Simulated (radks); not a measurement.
Problem. These are the eigenvalues of the occupied orbitals of an atom or ion with whole-number occupations (hartree). Method: scalar-relativistic Kohn-Sham, r2SCAN, spin-polarised, spherical densities, finite nucleus; meta-GGA in the generalised Kohn-Sham scheme; Fermi nuclear charge, rms radius of each element as measured or else 0.836 A^(1/3) + 0.57 fm; computed with a radial shooting solver on a logarithmic mesh with Libxc functionals.

1s: -58.10880
2s: -11.41068

Which element is it, and in what charge state? The configuration may be excited. Open shells, if any, are filled with parallel spins first.

Solution. Z = 12, magnesium, charge +8: Mg8+ in [He] 2s2. The 1s level, -58.109 hartree, gives Z - s = 10.8 by -(Z - s)^2/2, which with screening and relativity narrows Z to a few neighbours, and with so few levels the electron count can be read from the list.
